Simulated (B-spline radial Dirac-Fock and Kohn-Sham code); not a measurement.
Z = 30 (zinc), transition energy 156 keV. These are calculated numbers from an atomic code on a B-spline grid; the model is a Dirac-Hartree-Slater potential of the neutral atom with a Latter tail (no hole, which puts coefficients of high multipoles low close above an edge), finite nucleus with surface currents. Subshells that would emit electrons below 1 keV are left out.

Q: A pure transition shows α(K) = 0.0140, L1/L2 = 39.7 and L1/L3 = 23.4. What is its multipolarity?
A. M4
B. E2
C. E3
D. E4
E. M1
F. E1
G. M2
H. M3

A: F. For comparison, α(K), L1/L2, L1/L3 are E2 0.109, 11.1, 8.37; E3 0.708, 3.63, 3.11; E4 4.39, 1.55, 1.41; M1 0.0170, 32.2, 73.6; M2 0.121, 16.6, 24.9; M3 0.819, 10.2, 8.01; M4 5.53, 7.00, 3.73.
